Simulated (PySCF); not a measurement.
# Pd: excitation energy

Pd [Kr] 4d10 (1S) → Pd [Kr] 4d9 5p1 (high-spin determinant), as a difference of total energies. Calculation: PySCF 2.14, in aug-cc-pVTZ-PP with one added diffuse shell each of s, p, d, f, g type with ECP28MDF (7s7p6d4f3g, 113 functions); a scalar-relativistic core potential. Correlated levels: valence: 4s2 4p6 frozen. The calculations carry no spin-orbit coupling.

| method | excitation energy (eV) |
| --- | --- |
| UHF | 2.823 |
| LDA | 4.736 |
| PBE | 4.401 |
| PBE0 | 4.203 |
| r2SCAN | 4.138 |
| B3LYP | 4.309 |
| TPSSh | 4.183 |
| revPBE | 4.333 |
| MP2 (valence) | 4.823 |
| SCS-MP2 (valence) | 4.689 |

Q: How much does correlation contribute at MP2 (valence)?

A: 4.823 − (2.823) = 2.000 eV, measured against UHF.

The determinant of the upper state mixes LS terms, which raises its energy above the lowest term, most at the Hartree-Fock and MP2 levels.
